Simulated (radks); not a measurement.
Task: Ionisation of neutral cobalt, [Ar] 3d7 4s2, to [Ar] 3d8 as the strength of local exchange is varied. Method: scalar-relativistic Kohn-Sham, Slater X-alpha exchange (alpha = 2/3 is LDA exchange), no correlation, spin-polarised, spherical densities, point nucleus; open shells are filled with parallel spins first; computed with a radial shooting solver on a logarithmic mesh with Libxc functionals.

alpha  E(Co) (hartree)  exchange (hartree)  IE (eV)  -e of the level emptied (eV)  <r> of it (bohr)
0.632      -1385.71410           -51.68393    7.471                    4.145 (4s)             3.064
0.665      -1388.41735           -54.49300    7.452                    4.325 (4s)             3.040
0.667      -1388.58136           -54.66359    7.450                    4.337 (4s)             3.038
0.921      -1409.57361           -76.64981    7.027                    5.846 (4s)             2.860
0.931      -1410.40667           -77.52836    7.000                    5.909 (4s)             2.853
?          -1418.93228           -86.54532    6.685                    6.574 (4s)             2.787

Which alpha was used in the last row?

Result: alpha = 1.033. NIST Atomic Spectra Database: 7.881 eV (measured). The central value is not met in this range of alpha. Open shells are spherical and high-spin; term and fine-structure splittings are not resolved.
